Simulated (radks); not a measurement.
Coulomb parameter of the 4f shell of the europium ion Eu3+ in the model configuration [Xe] 4f5 6s1, as a second difference U = [E(n + 1) + E(n - 1) - 2 E(n)] / (1)^2 with all orbitals relaxed. "Bare": the charge of the atom changes with n. "Screened": the 6s shell takes up the change at fixed total charge, which measures U(4f,4f) + U(6s,6s) - 2 U(4f,6s). Method: Dirac Kohn-Sham, PBEsol, spin-unpolarised, spherical densities, finite nucleus; open shells are shared between the two j in proportion to 2j + 1; Fermi nuclear charge, rms radius 5.1115 fm; computed with a radial shooting solver on a logarithmic mesh with Libxc functionals.

case         configuration  E - E(n) (eV)
start         [Xe] 4f5 6s1          0.000
bare +1       [Xe] 4f6 6s1        -33.769
bare -1       [Xe] 4f4 6s1         53.646
screened +1       [Xe] 4f6        -14.768
screened -1   [Xe] 4f4 6s2         23.144

U(bare) = 19.877 eV, U(screened by 6s) = 8.377 eV.
